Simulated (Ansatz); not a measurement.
Z-matrix (Å, degrees):
```
C
Si 1 1.882
H 1 1.092 2 110.8
H 1 1.092 2 110.8 3 119.5
H 1 1.092 2 110.9 3 -120.3
Al 2 2.453 1 113.1 3 -59.1
H 2 1.495 1 109.6 3 178.3
H 2 1.495 1 109.5 3 62.9
O 6 1.692 2 117.3 1 3.8
H 6 1.585 2 126.6 1 -176.3
Si 9 1.623 6 162.0 2 1.4
H 11 1.490 9 110.8 6 8.5
H 11 1.487 9 110.1 6 128.4
H 11 1.487 9 110.0 6 -111.5
```

Charge 0, multiplicity 1.

Q: List the PBE0/def2-TZVPP orbital energies in eV (Ansatz 0.2.0). (An estimate is asked.)

A: Computed: Occupied: -1802.86, -1802.17, -1528.01, -522.38, -277.90, -145.11, -144.53, -113.86, -99.80, -99.75, -99.75, -99.19, -99.18, -99.17, -73.98, -73.81, -73.75, -27.15, -19.68, -15.48, -14.27, -12.48, -11.59, -11.57, -10.92, -10.89, -9.90, -9.36, -9.24, -8.88, -8.82, -7.27. Lowest empty: -1.47, -0.44, 0.47, 1.00, 1.47, 1.61, 1.79, 1.89.
